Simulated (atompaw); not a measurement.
Varying the PAW (atompaw) potential for niobium

Base potential:

niobium, PAW, made with atompaw 4.2.0.5 (PBEsol, scalar-relativistic). Core [Kr], reference 4d2 5s0 5p0 (charge +3). Waves: 5s (bound, empty): rc 2.65 bohr; 5s channel at -1.5 Ry: rc 2.75 bohr; 5p (bound, empty): rc 2.75 bohr; 5p channel at 0.4 Ry: rc 2.75 bohr; 4d (bound): rc 2.50 bohr; 4d channel at 1.4 Ry: rc 2.75 bohr. Local part: troulliermartins scheme with l = 3 at 0 Ry, radius 1.85 bohr. Core correction: smooth core density matched at 2.35 bohr. Augmentation charge: besselshape compensation charge, radius 2.30 bohr; PAW radius 2.75 bohr; waves and projectors: custom rrkj gramschmidtortho.

All-electron outer shells of the reference configuration (PBEsol, scalar-relativistic, ld1.x):

| shell | level (eV) | outermost node (bohr) | outermost maximum (bohr) |
| --- | --- | --- | --- |
| 4p | -64.59 | 0.54 | 1.12 |
| 4d | -30.56 | 0.55 | 1.40 |
| 5s | -25.38 | 1.36 | 2.55 |
| 5p | -19.67 | 1.53 | 2.96 |

Cutoffs, loose and tight: the cutoffs (Ry, on a coarse ladder) from which the occupation-weighted sum of valence levels, in a spherical-Bessel basis at the reference potential, stays within 10 and 1 mRy of its value at 400 Ry. They see the waves, projectors and local potential, not the compensation charge or the core. A dash means not determined.

A true bound ghost makes a file unfit for plane-wave use even where its test errors are small: the radial tests pick states by their node count and pass the ghost by.

| change | outcome | cutoff, loose | cutoff, tight | bound ghosts |
| --- | --- | --- | --- | --- |
| base | generated | 15 Ry | 18 Ry | s, p |
| wave 5s (bound): rc 2.65 bohr becomes 5s (bound): rc 2.08 bohr | failed: atompaw: The overlap operator has at least one negative eigenvalue! | – | – | – |
| local potential troulliermartins scheme with l = 3 at 0 Ry, radius 1.40 bohr | generated | 15 Ry | 21 Ry | s, p |
| augmentation besselshape compensation charge, radius 2.30 bohr; PAW radius 2.75 bohr; waves and projectors: custom polynom2 7 10 vanderbiltortho | generated | 21 Ry | 50 Ry | s, p |
| wave 5s channel at -1.5 Ry: rc 2.75 bohr becomes 5s channel at -1.65 Ry: rc 2.75 bohr | generated | 15 Ry | 18 Ry | s, p |
| core [Ar] 3d10, valence charge 13; reference 4s2 4p6 4d4 5s0.75 5p0.25; waves now 4s (bound): rc 1.55 bohr; 5s (bound): rc 2.50 bohr; 4p (bound): rc 1.35 bohr; 5p (bound): rc 2.50 bohr; 4d (bound): rc 2.50 bohr; 4d channel at 1.2 Ry: rc 2.50 bohr; local potential troulliermartins scheme with l = 3 at 0 Ry, radius 1.70 bohr; core correction smooth core density matched at 1.40 bohr; augmentation besselshape compensation charge, radius 1.85 bohr; PAW radius 2.50 bohr; waves and projectors: custom rrkj gramschmidtortho | failed: atompaw: The overlap operator has at least one negative eigenvalue! | – | – | – |
| augmentation sinc compensation charge, radius 2.30 bohr; PAW radius 2.75 bohr; waves and projectors: custom rrkj gramschmidtortho | generated | 15 Ry | 18 Ry | s, p |
